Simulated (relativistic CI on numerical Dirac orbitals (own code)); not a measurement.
**Inner-shell lines of Kr²⁰⁺**

Computed by Dirac-Coulomb-Breit CI, separate exchange-only KLI orbitals for each configuration, a model potential for QED, valence Slater integrals scaled by 0.9 (own radial code, finite nucleus).

Configuration list (outside the closed core 1s2 2p6): 2s2 3s2 3p4, 2s 3s2 3p5, 2s 3s2 3p4 4p, 2s 3s 3p6, 2s 3s 3p5 4p, 2s2 3s 3p5. Levels of other configurations are missing.

The table holds the strongest lines. The upper levels have an inner-shell vacancy. Auger decay, open to those above the ionisation limit, is not computed, and radiative decays to configurations outside the model are missing too. Absolute energies can be off by a few tenths of a per cent, so close lines can change order. LS names give the leading component, which can be well under half, for lower levels too. Brackets number the levels in order of energy.

```csv
E (eV),Upper,Lower,A (s⁻¹),gA (s⁻¹)
1846.29,2s 3s2 3p5 3P°_1 [13],2s2 3s2 3p4 1S_0 [5],9.72e+12,2.92e+13
1848.91,2s 3s 3p6 1S_0 [15],2s2 3s 3p5 1P°_1 [9],3.44e+13,3.44e+13
1849.48,2s 3s2 3p5 1P°_1 [11],2s2 3s2 3p4 1D_2 [4],1.45e+13,4.34e+13
1851.93,2s 3s2 3p5 3P°_2 [10],2s2 3s2 3p4 3P_1 [3],7.67e+12,3.84e+13
1857.79,2s 3s2 3p5 1P°_1 [11],2s2 3s2 3p4 3P_0 [2],9.02e+12,2.71e+13
1858.79,2s 3s 3p6 3S_1 [14],2s2 3s 3p5 3P°_1 [7],1.37e+13,4.11e+13
1860.43,2s 3s2 3p5 3P°_1 [13],2s2 3s2 3p4 1D_2 [4],2.91e+13,8.74e+13
1861.80,2s 3s2 3p5 3P°_2 [10],2s2 3s2 3p4 3P_2 [1],1.79e+13,8.93e+13
1863.63,2s 3s2 3p5 3P°_0 [12],2s2 3s2 3p4 3P_1 [3],2.81e+13,2.81e+13
1863.79,2s 3s2 3p5 1P°_1 [11],2s2 3s2 3p4 3P_2 [1],1.73e+13,5.20e+13
1864.78,2s 3s 3p6 3S_1 [14],2s2 3s 3p5 3P°_2 [6],2.35e+13,7.06e+13
2297.35,2s 3s 3p5 4p 3D_3 [63],2s2 3s 3p5 3P°_2 [6],3.68e+12,2.58e+13
2298.30,2s 3s 3p5 4p 3P_2 [64],2s2 3s 3p5 3P°_2 [6],5.92e+12,2.96e+13
2298.76,2s 3s2 3p4 4p 3F°_3 [38],2s2 3s2 3p4 1D_2 [4],3.12e+12,2.19e+13
2303.05,2s 3s2 3p4 4p 3P°_2 [24],2s2 3s2 3p4 3P_2 [1],5.53e+12,2.76e+13
2303.07,2s 3s2 3p4 4p 3D°_2 [37],2s2 3s2 3p4 3P_1 [3],4.71e+12,2.35e+13
2303.49,2s 3s2 3p4 4p 1F°_3 [46],2s2 3s2 3p4 1D_2 [4],6.41e+12,4.49e+13
2303.95,2s 3s2 3p4 4p 3D°_3 [25],2s2 3s2 3p4 3P_2 [1],5.21e+12,3.65e+13
2304.72,2s 3s2 3p4 4p 1P°_1 [57],2s2 3s2 3p4 1S_0 [5],7.36e+12,2.21e+13
2305.52,2s 3s2 3p4 4p 1D°_2 [51],2s2 3s2 3p4 1D_2 [4],6.35e+12,3.18e+13
```
